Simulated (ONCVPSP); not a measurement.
# Cd, ONCV: configuration errors across variants

ONCVPSP 4.0.1 input, shortened (lines: element, Z, core and valence counts, functional; n l f; lmax; l rc ep ncon nbas qcut; lloc lpopt rc5 dvloc0; l nproj debl; icmod fcfact rcfact), PW91, scalar-relativistic:

```
  Cd 48.00    6    4  -109134      upf
    1    0    2.00
    2    0    2.00
    2    1    6.00
    3    0    2.00
    3    1    6.00
    3    2   10.00
    4    0    2.00
    4    1    6.00
    4    2   10.00
    5    0    0.50
    2
    0    1.45    0.00    4    8    9.30
    1    1.60    0.00    3    8   11.00
    2    1.25    0.00    4    7    7.60
    4    5    1.10    3.00
    0    2    2.20
    1    2    0.60
    2    2    2.40
    3    3.25    1.10
```

In the p channel the program set the typed energies aside and used -2.970, 0.250 Ha.

All-electron excitation energies from the reference (eV): (1) 4s2 4p6 4d10 5s2 -16.912; (2) 4s2 4p6 4d10 5s1 -7.566; (3) 4s2 4p6 4d10 5s0 9.644; (4) 4s2 4p6 4d10 5s1 5p1 -12.212.

Errors AE − PS in meV (a dash: test not solved or not reliable):

| change | (1) | (2) | (3) | (4) | bound ghosts | GHOST(+) flags above zero |
| --- | --- | --- | --- | --- | --- | --- |
| base | +2.0 | +1.1 | -1.8 | +2.0 | none | none |
| core correction Teter function, fcfact 3.25, rcfact 1 | +1.9 | +1.0 | -1.8 | +2.0 | none | none |
| core correction Teter function, fcfact 3.25, rcfact 1.16 | +1.9 | +1.0 | -1.8 | +2.0 | none | none |
| core correction Teter function, fcfact 3.25, rcfact 1.5 | +1.7 | +1.0 | -1.8 | +1.9 | none | none |
| core correction Teter function, fcfact 3.25, rcfact 1.64 | +1.5 | +1.0 | -1.9 | +1.9 | none | none |
| core correction Teter function, fcfact 3.25, rcfact 1.88 | +0.7 | +0.9 | -2.0 | +1.5 | none | none |
| core correction Teter function, fcfact 3.25, rcfact 1.98 | 0.0 | +0.7 | -2.2 | +1.3 | none | none |

(1) Give the same row for: core correction Teter function, fcfact 3.25, rcfact 1.3.

Answers

(1) +1.8, +1.0, -1.8, +2.0; bound ghosts: none; GHOST(+) flags above zero: none.
